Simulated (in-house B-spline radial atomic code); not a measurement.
A fraction x of an electron is moved 4p → 4f in Nb II (Nb+), starting from [Kr] 4d4 and keeping the highest spin. Level of theory: scalar-relativistic (X2C) BHandHLYP, spin-polarised, spherical fractional occupations, Fermi nucleus of rms radius 4.324 fm; calculated with an all-electron radial atomic-structure program (B-spline basis).

Caution: exact exchange at fractional occupations of open shells leaves self-interaction of up to several eV.

| x | E(x) - E(0) (eV) | 4p down level (eV) | 4f up level (eV) |
| --- | --- | --- | --- |
| 0 | 0.0000 | -43.850 | - |
| 0.125 | 5.3864 | -44.558 | -1.200 |
| 0.25 | 10.8422 | -45.263 | -1.325 |
| 0.375 | 16.3715 | -45.966 | -1.436 |
| 0.5 | 21.9748 | -46.661 | -1.539 |
| 0.625 | ? | ? | ? |
| 0.75 | ? | ? | ? |
| 0.875 | 39.2223 | -48.672 | -1.827 |
| 1 | 45.1121 | -49.308 | -1.918 |

Q: What belongs in the row x = 0.625?

A: An energy change of 27.6517 eV; 4p down at -47.346 eV, 4f up at -1.637 eV.

Q: What belongs in the row x = 0.75?

A: An energy change of 33.4014 eV; 4p down at -48.018 eV, 4f up at -1.733 eV.

Q: Check Janak's theorem between x = 0.125 and 0.25.

A: The slope of the energy is 43.65 eV; the orbital levels give 43.65 eV (ε of the receiving orbital less ε of the emptying one, averaged over the two points).
